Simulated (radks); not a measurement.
Values are calculated unless marked as measured or tabulated.
Problem. The nitrogen anion N3-, [Ne], held by a Watson sphere: a shell of charge +3 at radius R that stands for the Madelung well of a crystal (potential energy -3/R inside, -3/r outside, in hartree with lengths in bohr). Level of theory: non-relativistic Kohn-Sham, LB94 model potential, spin-polarised, spherical densities, point nucleus (a radial shooting solver on a logarithmic mesh with Libxc functionals). Response by self-consistent Sternheimer equations with the Hartree and adiabatic LDA kernel. The sphere does not respond.

| R (bohr) | e(1s) (eV) | e(2s) (eV) | e(2p) (eV) | <r> 2p (bohr) | sum of <r^2> (bohr^2) | X-ray form factor at sin(theta)/lambda = 0.1 1/angstrom | alpha (bohr^3) |
|---|---|---|---|---|---|---|---|
| 1.6 | -399.17 | -25.387 | -14.168 | 1.568 | 23.65 | 8.477 | 12.13 |
| 2.68 | -399.06 | -19.220 | -9.280 | 1.975 | 37.02 | 7.843 | 39.77 |
| 3.02 | -398.64 | -18.013 | -8.190 | 2.090 | 41.51 | 7.677 | 56.26 |
| 3.89 | -397.54 | -15.916 | -6.120 | 2.371 | 54.23 | 7.319 | 128.8 |

Estimate the row for R = 2.27 bohr.

Solution. e(1s) (eV) -399.43; e(2s) (eV) -21.091; e(2p) (eV) -10.863; <r> 2p (bohr) 1.829; sum of <r^2> (bohr^2) 31.83; X-ray form factor at sin(theta)/lambda = 0.1 1/angstrom 8.065; alpha (bohr^3) 25.75.
